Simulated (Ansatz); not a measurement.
[CoI(H2O)5]2+ (CoIO5H10²⁺), 17 atoms. Hardware: 2 threads of AMD EPYC 7R13 on a shared host and a share (18 GiB) of an NVIDIA H100 80GB HBM3.

In the def2 sets I takes a core potential; there is no spin–orbit coupling. Correlated methods freeze 14 core orbitals; core or outer-core shells of Co, I are correlated, in sets that lack core-valence functions.

Task: How many basis functions does each of these Ansatz runs have, and roughly what does it cost? RPA@PBE/def2-TZVP, charge 2 quintet, energy, from earlier orbitals; PBE-D4/def2-TZVP, charge 2 singlet, energy, from earlier orbitals; MP2/def2-TZVP, charge 2 singlet, energy, from earlier orbitals; RPA@PBE/def2-TZVP, charge 2 triplet, energy, from earlier orbitals; BHLYP-D4/def2-TZVP, charge 2 triplet, energy, from earlier orbitals; PBE-D4/def2-TZVP, charge 3 doublet, energy, from earlier orbitals; BHLYP-D4/def2-TZVP, charge 2 singlet, energy, from earlier orbitals; r2SCAN-D4/def2-SVP, charge 2 quintet, relaxation, 10 steps; r2SCAN-D4/def2-TZVP, charge 2 quintet, energy, from earlier orbitals; LDA (SPW92)/def2-TZVP, charge 3 doublet at the geometry of the charge 2 singlet, energy, from earlier orbitals; LDA (SPW92)/def2-TZVP, charge 2 quintet, energy, from earlier orbitals; r2SCAN-D4/def2-SVP, charge 3 doublet, relaxation, 10 steps.

Result: Other jobs shared the machine, so times can vary by a factor of up to 3.

| run | functions | fitting or Cholesky vectors | wall time | peak host memory (GiB) |
| --- | --- | --- | --- | --- |
| BHLYP-D4/def2-TZVP, charge 2 singlet, energy, from earlier orbitals | 310 | 2377 | 2.4 s | 0.89 |
| PBE-D4/def2-TZVP, charge 2 singlet, energy, from earlier orbitals | 310 | 2016 | 4.6 s | 0.85 |
| LDA (SPW92)/def2-TZVP, charge 3 doublet at the geometry of the charge 2 singlet, energy, from earlier orbitals | 310 | 2016 | 7 s | 0.95 |
| RPA@PBE/def2-TZVP, charge 2 triplet, energy, from earlier orbitals | 310 | 2443 | 8 s | 1.5 |
| LDA (SPW92)/def2-TZVP, charge 2 quintet, energy, from earlier orbitals | 310 | 2016 | 9.5 s | 0.9 |
| BHLYP-D4/def2-TZVP, charge 2 triplet, energy, from earlier orbitals | 310 | 2377 | 11 s | 1 |
| RPA@PBE/def2-TZVP, charge 2 quintet, energy, from earlier orbitals | 310 | 2443 | 12 s | 1.5 |
| r2SCAN-D4/def2-TZVP, charge 2 quintet, energy, from earlier orbitals | 310 | 2016 | 12 s | 1.1 |
| PBE-D4/def2-TZVP, charge 3 doublet, energy, from earlier orbitals | 310 | 2016 | 13 s | 0.98 |
| MP2/def2-TZVP, charge 2 singlet, energy, from earlier orbitals | 310 | 2443 | 14 s | 0.88 |
| r2SCAN-D4/def2-SVP, charge 2 quintet, relaxation, 10 steps | 177 | 1997 | 28 s | 0.89 |
| r2SCAN-D4/def2-SVP, charge 3 doublet, relaxation, 10 steps | 177 | 1997 | 50 s | 0.89 |
